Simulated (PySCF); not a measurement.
Electron correlation in Sn (tin, neutral)

[Kr] 4d10 5s2 5p2, high-spin 3P determinant. All numbers are calculated (PySCF 2.14, scalar relativity through the core potential, in aug-cc-pVTZ-PP with ECP28MDF (6s5p4d2f, 55 functions)). Frozen: 4s2 4p6 4d10; 4 electrons correlated.

```tsv
level	correlation energy (mhartree)
CCSD	-56.56
(T)	-1.66
CCSD(T)	-58.22
```

Diagnostics: T1 = 0.0095, D1 = 0.0250, largest double amplitude 0.072.

Cost of the coupled-cluster step: of the order of 1.7 core-seconds, for 4 correlated electrons.

Iterations:

```
CC2 = 0
CCSD nocc = (np.int64(3), np.int64(1)), nmo = (46, 46)
frozen orbitals [[0, 1, 2, 3, 4, 5, 6, 7, 8], [0, 1, 2, 3, 4, 5, 6, 7, 8]]
max_cycle = 100
direct = 0
conv_tol = 1e-08
conv_tol_normt = 1e-06
diis_space = 8
diis_start_cycle = 0
Init t2, MP2 energy = -0.0436256587264865
Init E_corr(UCCSD) = -0.0436256587267488
cycle = 1  E_corr(UCCSD) = -0.0527433323269317  dE = -0.0091176736  norm(t1,t2) = 0.0472942
cycle = 2  E_corr(UCCSD) = -0.0551527197398377  dE = -0.00240938741  norm(t1,t2) = 0.0178788
cycle = 3  E_corr(UCCSD) = -0.0565623325318579  dE = -0.00140961279  norm(t1,t2) = 0.00819131
cycle = 4  E_corr(UCCSD) = -0.0565549638053444  dE = 7.36872651e-06  norm(t1,t2) = 0.00159539
cycle = 5  E_corr(UCCSD) = -0.0565648777000616  dE = -9.91389472e-06  norm(t1,t2) = 0.000262549
cycle = 6  E_corr(UCCSD) = -0.0565623638643961  dE = 2.51383567e-06  norm(t1,t2) = 5.2753e-05
cycle = 7  E_corr(UCCSD) = -0.0565634997950651  dE = -1.13593067e-06  norm(t1,t2) = 1.05158e-05
cycle = 8  E_corr(UCCSD) = -0.056563154295793  dE = 3.45499272e-07  norm(t1,t2) = 2.14223e-06
cycle = 9  E_corr(UCCSD) = -0.0565631743878401  dE = -2.00920471e-08  norm(t1,t2) = 4.18681e-07
cycle = 10  E_corr(UCCSD) = -0.0565631840165925  dE = -9.62875239e-09  norm(t1,t2) = 1.08917e-07
UCCSD converged
E(UCCSD) = -213.3968340336553  E_corr = -0.05656318401659248
UCCSD(T) correction = -0.00166147052807818
```
